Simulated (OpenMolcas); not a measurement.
**Co IV: from CASSCF to CASPT2**

```json
{
  "Program": "OpenMolcas",
  "Basis": "ANO-L-VTZP [6s5p3d2f1g]",
  "Scalar Hamiltonian": "non-relativistic, point nucleus",
  "Active space": "6 electrons in 5 orbitals (3d)",
  "State averaging": "2S+1 = 5 even, 5 roots; 2S+1 = 3 even, 45 roots; 2S+1 = 1 even, 50 roots",
  "Spin-orbit coupling": "state interaction with AMFI integrals over the reference wave functions, term energies averaged over their components"
}
```

Methods on the same reference wave functions:
A. CASSCF
B. SS-CASPT2, IPEA 0.25 Eh, imaginary shift 0.1 Eh (closed shells correlated: 3s 3p)
C. MS-CASPT2, IPEA 0.25 Eh, imaginary shift 0.1 Eh (closed shells correlated: 3s 3p)

Energies in cm⁻¹ above 3d⁶ ⁵D₄, the measured ground level; measured values from Sugar and Corliss, J. Phys. Chem. Ref. Data 10, 1097 (1981).

```tsv
Level	A	B	C	Measured
3d⁶ ⁵D₄	0.0	0.0	0.0	0.0
3d⁶ ⁵D₃	644	648	648	639
3d⁶ ⁵D₂	1096	1095	1095	1078
3d⁶ ⁵D₁	1387	1381	1382	
3d⁶ ⁵D₀	1530	1521	1522	1494
3d⁶ ³H₆	25941	24140	24140	23680
3d⁶ ³H₅	26268	24440	24440	24032
3d⁶ ³H₄	26507	24650	24650	24272
3d⁶ ³P₂(1)	28307	22880	22880	22883
3d⁶ ³F₄(1)	29675	25700	25690	25396
3d⁶ ³F₃(1)	30040	26020	26010	25736
3d⁶ ³P₁(1)	30185	24760	24760	24729
3d⁶ ³F₂(1)	30313	26250	26250	25969
3d⁶ ³P₀(1)	30952	25530	25520	25449
3d⁶ ³G₅	32763	29550	29550	29022
3d⁶ ³G₄	33372	30110	30110	29592
3d⁶ ³G₃	33630	30360	30360	29868
3d⁶ ¹I₆	39109	36740	36740	35943
3d⁶ ¹G₄(1)	41312	37690	37690	36683
3d⁶ ³D₁	42369	36910	36910	
3d⁶ ³D₂	42397	36910	36910	
3d⁶ ³D₃	42580	37120	37120	36554
3d⁶ ¹S₀(1)	47983	42090	42060	41442
3d⁶ ¹D₂(1)	51318	43540	43530	42342
```

Deviations, from unrounded energies. A percentage is the sum of absolute deviations over the sum of measured energies, with the sign that they share, or ± where signs differ.

```json
{"Against measurement": "mean absolute deviation (cm-1)", "Levels": "20", "A": "3800", "B": "400", "C": "400"}
{"Against measurement": "fine structure of the ground term (%)", "Levels": "3", "A": "+1.9", "B": "+1.7", "C": "+1.7"}
{"Against measurement": "other terms of the ground configuration (%)", "Levels": "17", "A": "+15.2", "B": "±1.6", "C": "±1.6"}
```

B, C lie about equally close to measurement and A furthest from it. The largest miss of C in the table is 3d⁶ ¹D₂(1), by +1200 cm-1. The ranking rests on the paired levels alone, and a cruder setting can come out closer through cancelling errors.

Between B and C the level of the table that moves most is 3d⁶ ¹S₀(1), by 35 cm-1 (lowest in C, highest in B). Moves below CASPT2's spread within the term are not significant.

The two smallest mean deviations differ by little beside CASPT2's spread within terms, so their order carries little weight.

From A to B the spin-free energies of the other terms of 3d⁶ shown, above ⁵D, scale by factors of 0.81 to 0.94, as is usual when dynamic correlation screens the repulsion within a d or f shell.

The lowest spin-free term lies below A's lowest term by 0.416 hartree in B, 0.416 hartree in C.

Term energies are means over components that CASPT2 splits; among the terms shown or strongly mixed into the levels shown the widest spread is 1100 cm-1 (3d⁶ ¹I, C). Without dynamic correlation excited terms often stand tens of per cent too high (terms of higher spin than the ground term too low), and those without a measured partner can miss by more than the paired ones (holds for A). The CASPT2 spread within a term exceeds the gap to the next term for 3d⁶ ¹I and 3d⁶ ³D, so the order of their levels is uncertain (holds for C). Computed and measured levels are paired by configuration, term and J; levels that our copy of the source lacks, or whose pairing is in doubt (as where it misses far off the trend of its configuration), stay unpaired and out of the deviations. Levels of configurations outside the active space are missing. Levels that lie high or do not pair safely by name in every column are left out.

A number in round brackets counts repeated terms of one configuration in the order of the reference energies.
